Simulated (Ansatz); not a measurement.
One change: `C[S][Na]` becomes `C[S][GaH2]`.

Ansatz, PBE0-D4/def2-TZVP geometries, multiplicity 1. 

Scalar relativity is left out up to krypton.

| property | `C[S][Na]` |
| --- | --- |
| LUMO energy (ωB97M-V/def2-TZVPP) / eV | -0.86 |
| size of the dipole moment (ωB97M-V/def2-TZVPP) / D | 7.98 |
| HOMO energy (ωB97M-V/def2-TZVPP) / eV | -6.88 |
| LUMO energy (PBE/def2-TZVPP) / eV | -2.17 |
| HOMO energy (PBE/def2-TZVPP) / eV | -3.73 |
| LUMO energy (B3LYP/def2-TZVPP) / eV | -1.93 |

Q: Give the same properties after the change, and the shifts. (Estimate.)

A: Ansatz gave: 
```
                                          property  `C[S][GaH2]`  shift
             LUMO energy (ωB97M-V/def2-TZVPP) / eV          0.33   1.19
size of the dipole moment (ωB97M-V/def2-TZVPP) / D          1.38  -6.60
             HOMO energy (ωB97M-V/def2-TZVPP) / eV         -9.27  -2.39
                 LUMO energy (PBE/def2-TZVPP) / eV         -2.12   0.05
                 HOMO energy (PBE/def2-TZVPP) / eV         -6.01  -2.28
               LUMO energy (B3LYP/def2-TZVPP) / eV         -1.61   0.32
```

With PBE0 the HOMO falls by 2.38 eV and the LUMO rises by 0.28 eV, so the gap widens by about 2.66 eV. PBE moves the HOMO by -2.28 eV and ωB97M-V by -2.39 eV. Dipoles are sizes alone; their direction can turn.

B3LYP here is the variant with VWN-RPA as its local correlation; programs differ in this.
